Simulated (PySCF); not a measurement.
**How methods differ on the ionisation energy of Xe⁵¹⁺**

Xe⁵¹⁺ [He] 2s1 (2S) → Xe⁵²⁺ 1s2 (1S), as a difference of total energies. Calculation: PySCF 2.14, in an even-tempered Gaussian basis (19 s from 27 bohr⁻², ratio 2.2; 8 p from 40 bohr⁻², ratio 2.4; 5 d from 120 bohr⁻², ratio 2.4; 5 f from 180 bohr⁻², ratio 2.4; 4 g from 270 bohr⁻², ratio 2.4); the spin-free X2C one-electron Hamiltonian (Gaussian nucleus). Correlated levels: nothing frozen; virtual orbitals above 40 to 60 times the deepest correlated orbital energy dropped. The calculations carry no spin-orbit coupling.

| method | ionisation energy (eV) |
| --- | --- |
| UHF | 9819.1 |
| LDA | 9811.3 |
| PBE | 9824.1 |
| PBE0 | 9822.9 |
| r2SCAN | 9816.1 |
| MN15 | 9832.6 |
| r2SCAN0 | 9817.0 |
| MP2 (all electrons) | 9819.3 |
| SCS-MP2 (all electrons) | 9819.3 |

For this ion Breit and QED terms and the two-electron picture change, all absent here, outweigh the differences among the correlated methods.

For comparison: 9810.4 eV (theoretical estimate listed by NIST; NIST Atomic Spectra Database, ionization energies).
